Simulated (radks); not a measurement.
Results of a calculation; reference values are marked as such.
Species: Zr II. Configuration: [Kr] 4d2 5s1. Level of theory: Dirac Kohn-Sham, BLYP, spin-unpolarised, spherical densities, point nucleus; open shells are shared between the two j in proportion to 2j + 1 (a radial shooting solver on a logarithmic mesh with Libxc functionals).

Normalised radial functions P(r) = r R(r) (large component), r in bohr:

r,4p1/2,4p3/2,4d3/2
0.001254,0.0011,0.0004,0.0000
0.001932,0.0021,0.0010,0.0000
0.002976,0.0040,0.0024,0.0000
0.004584,0.0079,0.0054,0.0000
0.007061,0.0160,0.0120,0.0001
0.01088,0.0321,0.0262,0.0004
0.01675,0.0633,0.0547,0.0014
0.0258,0.1187,0.1071,0.0045
0.03975,0.2023,0.1890,0.0135
0.06122,0.2919,0.2814,0.0374
0.09431,0.3053,0.3062,0.0914
0.1464,0.1078,0.1270,0.1886
0.2255,-0.2868,-0.2602,0.2929
0.3474,-0.4962,-0.4932,0.2929
0.5351,-0.0666,-0.1028,0.0653
0.8243,0.7064,0.6655,-0.3411
1.27,0.9556,0.9521,-0.6639
1.956,0.5376,0.5586,-0.6721
3.013,0.1331,0.1456,-0.4366
4.64,0.0115,0.0135,-0.1717
7.148,0.0002,0.0003,-0.0316
11.01,0.0000,0.0000,-0.0018

4p1/2: eigenvalue -40.161 eV, 2 radial nodes at r = 0.167, 0.556 bohr, <r> = 1.35 bohr, 90 % of the charge inside 2.01 bohr. 4p3/2: eigenvalue -38.372 eV, 2 radial nodes at r = 0.171, 0.569 bohr, <r> = 1.38 bohr, 90 % of the charge inside 2.05 bohr. 4d3/2: eigenvalue -9.945 eV, 1 radial node at r = 0.578 bohr, <r> = 2.14 bohr, 90 % of the charge inside 3.45 bohr.
